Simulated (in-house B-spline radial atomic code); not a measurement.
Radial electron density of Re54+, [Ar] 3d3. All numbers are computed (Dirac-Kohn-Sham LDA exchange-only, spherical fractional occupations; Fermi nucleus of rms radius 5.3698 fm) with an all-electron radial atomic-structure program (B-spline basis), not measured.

Columns: r (bohr), 4πr²n(r) (electrons per bohr), bar.

```
0.000518    2.947 #
0.000612    3.851 #
0.000723    5.015 ##
0.000854    6.508 ##
 0.00101    8.427 ###
 0.00119     10.8 ####
 0.00141    13.89 #####
 0.00166    17.59 ######
 0.00196    22.22 ########
 0.00231    27.76 #########
 0.00273    34.48 ############
 0.00323    42.39 ##############
 0.00381    51.24 #################
  0.0045    61.06 #####################
 0.00531    71.39 ########################
 0.00627    81.76 ############################
 0.00741    91.41 ###############################
 0.00875    99.31 ##################################
  0.0103    104.5 ####################################
  0.0122    106.5 ####################################
  0.0144    105.1 ####################################
   0.017    101.1 ##################################
  0.0201     96.4 #################################
  0.0237    93.79 ################################
   0.028    95.81 #################################
  0.0331    103.7 ###################################
  0.0391    115.5 #######################################
  0.0461    126.1 ###########################################
  0.0545    129.2 ############################################
  0.0643    120.1 #########################################
  0.0759    100.8 ##################################
  0.0897    79.56 ###########################
   0.106    67.19 #######################
   0.125    67.62 #######################
   0.148    73.82 #########################
   0.174    73.01 #########################
   0.206    58.58 ####################
   0.243    36.38 ############
   0.287    16.65 ######
   0.339    5.396 ##
     0.4    1.189 
   0.473   0.1621 
   0.558   0.0134 
   0.659 0.0005893
```

On this grid the curve has 3 maxima, near 0.0122, 0.0545, 0.148 bohr.

The 3d5/2 radial function P(r) = rR(r), positive near the nucleus, with its small component Q(r) (sign convention: Q ≈ (P' + κP/r)/2c):

```json
{"r (bohr)": "0.00531", "P": "0.003315", "Q": "-0.0003009"}
{"r (bohr)": "0.00741", "P": "0.008418", "Q": "-0.0007599"}
{"r (bohr)": "0.0103", "P": "0.02073", "Q": "-0.001859"}
{"r (bohr)": "0.0144", "P": "0.05049", "Q": "-0.004485"}
{"r (bohr)": "0.0201", "P": "0.1179", "Q": "-0.01035"}
{"r (bohr)": "0.028", "P": "0.2604", "Q": "-0.02254"}
{"r (bohr)": "0.0391", "P": "0.5393", "Q": "-0.04589"}
{"r (bohr)": "0.0545", "P": "1.012", "Q": "-0.08439"}
{"r (bohr)": "0.0759", "P": "1.669", "Q": "-0.1361"}
{"r (bohr)": "0.106", "P": "2.321", "Q": "-0.1846"}
{"r (bohr)": "0.148", "P": "2.543", "Q": "-0.1972"}
{"r (bohr)": "0.206", "P": "2.022", "Q": "-0.1531"}
{"r (bohr)": "0.287", "P": "1.036", "Q": "-0.07683"}
{"r (bohr)": "0.4", "P": "0.2874", "Q": "-0.02101"}
{"r (bohr)": "0.558", "P": "0.03368", "Q": "-0.002438"}
```
